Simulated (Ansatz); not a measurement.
Species: CH3Cl3GeO, SMILES `C[O][Ge]([Cl])([Cl])[Cl]` (charge 0, multiplicity 1).

Give a relaxed geometry from PBE0-D3(BJ)/def2-SVP (Ansatz, a quantum-chemistry and plane-wave program).

the end point of this relaxation (outside a Z-matrix the atoms follow the SMILES, hydrogens last).
Bonded distances (Å): C1–O2 1.413, C1–H7 1.104, C1–H8 1.099, C1–H9 1.104, O2–Ge3 1.744, Ge3–Cl4 2.135, Ge3–Cl5 2.117, Ge3–Cl6 2.135. Bond angles (°): O2–C1–H7 111.8, O2–C1–H8 107.4, O2–C1–H9 111.8, H7–C1–H8 108.5, H7–C1–H9 108.8, H8–C1–H9 108.5, C1–O2–Ge3 120.6, O2–Ge3–Cl4 110.3, O2–Ge3–Cl5 107.0, O2–Ge3–Cl6 110.3, Cl4–Ge3–Cl5 110.6, Cl4–Ge3–Cl6 108.0, Cl5–Ge3–Cl6 110.6.
